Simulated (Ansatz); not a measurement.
Several settings on one geometry of Si20H29, a nanocrystal with a defect cut from the lattice of silicon (one cap removed) (that of the charge 0 doublet, PBE-D4/def2-SVP). Ansatz on 2 threads of AMD EPYC 7R13 on a shared host and a share (18 GiB) of an NVIDIA H100 80GB HBM3; times are rough.

```xyz
49

Si   -1.967   -2.025   -0.774
Si   -2.108    0.805   -3.471
Si   -1.977    0.706    1.972
Si   -2.114    3.404   -0.858
Si    0.849   -2.175   -3.468
Si    0.772   -2.023    1.970
Si    3.470   -2.174   -0.843
Si    0.742    0.693   -0.740
Si    0.852    3.403    2.115
Si    3.467    0.807    2.115
Si   -3.337   -0.789   -2.243
Si   -0.749   -3.412   -2.240
Si   -0.616   -0.673    0.616
Si   -0.643    2.040   -2.098
Si   -3.345    2.172    0.732
Si   -0.740    2.171    3.343
Si    2.052   -0.750   -2.048
Si    2.241   -3.409    0.754
Si    2.237   -0.787    3.343
Si    2.096    2.041    0.647
H    -2.846   -2.890    0.099
H    -1.376    0.123   -4.594
H    -3.076    1.789   -4.083
H    -2.854   -0.161    2.846
H    -3.079    4.021   -1.842
H    -1.383    4.524   -0.170
H     0.166   -1.427   -4.579
H     1.835   -3.136   -4.085
H    -0.103   -2.889    2.847
H     4.088   -3.136   -1.827
H     4.580   -1.425   -0.159
H     0.164    4.522    1.381
H     1.832    4.023    3.081
H     4.591    0.124    1.385
H     4.078    1.791    3.083
H    -3.950   -1.771   -3.211
H    -4.459   -0.104   -1.512
H    -1.737   -4.044   -3.192
H    -0.047   -4.519   -1.503
H     0.223    2.920   -2.970
H    -4.462    1.436    0.045
H    -3.964    3.139    1.711
H    -1.720    3.138    3.961
H    -0.055    1.435    4.461
H     1.505   -4.518    0.053
H     3.191   -4.041    1.745
H     3.204   -1.769    3.958
H     1.504   -0.102    4.464
H     2.969    2.921   -0.217
```

Totals from different functionals, basis sets or treatments of relativity can't be compared as stabilities.

The 6-31G sets use Cartesian d functions. Correlated methods freeze 100 core orbitals.

Scalar relativity in a set contracted without it gives distorted totals.

The spins typed aren't always the lowest for that charge.

Problem. Give the basis size and estimate the energy, ⟨S²⟩ and time of these runs.

```tsv
run	method	charge	state	further keys
1	ROKS SVWN5/def2-SVP	0	doublet	fitting: {mean_field: def2-universal-jkfit}; scf: {omitted_lower_state_checks: [starts]}
2	UKS ωB97/STO-3G	0	doublet	accuracy: high; scf: {omitted_lower_state_checks: [starts]}
3	UKS PBE0-DH/STO-3G	0	quartet	point_charges: [{charge: 2.00, position_ang: [7.729, 0.464, -0.606]}]; pseudopotentials: {relativity: scalar}; scf: {lower_state_search: off}
4	UKS PBE0-D4/6-31G*	0	doublet	fitting: {mean_field: def2-universal-jkfit}; final_grid: {core_spheres: 20, valence_spheres: 16, degree: 47}; scf: {omitted_lower_state_checks: [starts]}; forces asked
```

Solution. 
| run | functions | energy (Eh) | ⟨S²⟩ | wall time |
| --- | --- | --- | --- | --- |
| 1 | 505 | -5782.4141 | – | 4.6 s |
| 2 | 209 | -5740.1837 | 0.75 | 31 s |
| 3 | 209 | -5746.8327 | 3.76 | 6.5 s |
| 4 | 438 | -5804.8283 | 0.76 | 12 s |
